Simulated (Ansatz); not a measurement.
Task: Name a neutral molecule of Ga, In, N, O and H with HOMO–LUMO gap (ωB97M-V/def2-TZVPP) between 9.60 and 9.90 eV and HOMO–LUMO gap (PBE0/def2-TZVPP) between 5.80 and 6.10 eV (Ansatz, PBE0-D4/def2-TZVP geometry).

Result: `[OH][GaH][NH][InH2]` (9.73 eV, 5.99 eV). Other molecules can fit too; these were computed, each in one conformer that needn't be the lowest.
